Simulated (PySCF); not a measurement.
**N⁺: excitation energy**

N⁺ [He] 2s2 2p2 (3P) → N⁺ [He] 2s1 2p2 3d1 (high-spin determinant), as a difference of total energies. Computed with PySCF 2.14 in aug-cc-pwCVDZ (5s4p2d, 27 functions), with the non-relativistic Hamiltonian (point nucleus). Correlated levels: valence: 1s2 frozen. The calculations carry no spin-orbit coupling.

| method | excitation energy (eV) |
| --- | --- |
| UHF | 32.290 |
| MP2 (valence) | 33.528 |
| SCS-MP2 (valence) | 33.849 |
| CCSD (valence) | 33.762 |
| CCSD(T) (valence) | 33.702 |
| CCSDT (valence) | 33.676 |

Task: How much does correlation contribute at CCSD(T) (valence)?

Result: 33.702 − (32.290) = 1.412 eV, measured against UHF.

The upper state lies above the first ionisation limit, but in LS coupling its spin forbids autoionisation to the ground ion. A Rydberg-like electron needs more diffuse functions than a valence basis has.

The promoted electron is Rydberg-like, and one or two diffuse shells describe it only roughly, which tends to raise the upper state.

The coupled-cluster amplitudes are large for the upper state (T1 above 0.03 or a double amplitude above 0.15), so a single reference is strained.

The determinant of the upper state mixes LS terms, which raises its energy above the lowest term, most at the Hartree-Fock and MP2 levels.
